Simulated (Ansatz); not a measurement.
Frontier orbitals of C$_{3}$H$_{9}$NSi (`C=C[SiH2]CN`).

Total charge 0; spin multiplicity 1. The geometry is a stationary point of PBE0-D4/def2-TZVP. It is one conformer, not always the lowest. Basis def2-TZVPP, the Gaussian-basis code of Ansatz.

```json
{"functional": "PBE", "HOMO (eV)": "-5.15", "LUMO (eV)": "-1.51", "gap (eV)": "3.64"}
{"functional": "PBE0", "HOMO (eV)": "-6.49", "LUMO (eV)": "-0.52", "gap (eV)": "5.97"}
{"functional": "CAM-B3LYP", "HOMO (eV)": "-7.89", "LUMO (eV)": "0.60", "gap (eV)": "8.49"}
{"functional": "ωB97M-V", "HOMO (eV)": "-8.80", "LUMO (eV)": "1.50", "gap (eV)": "10.30"}
{"functional": "HF", "HOMO (eV)": "-9.72", "LUMO (eV)": "3.07", "gap (eV)": "12.79"}
```

Against PBE, PBE0 changes HOMO and LUMO by −1.34 and +0.99 eV, ωB97M-V by −3.64 and +3.01 eV. A gap of 3.64 eV thus becomes 10.29 eV for the same molecule, so an orbital gap means little without its functional. A positive LUMO is unbound and depends on the basis.
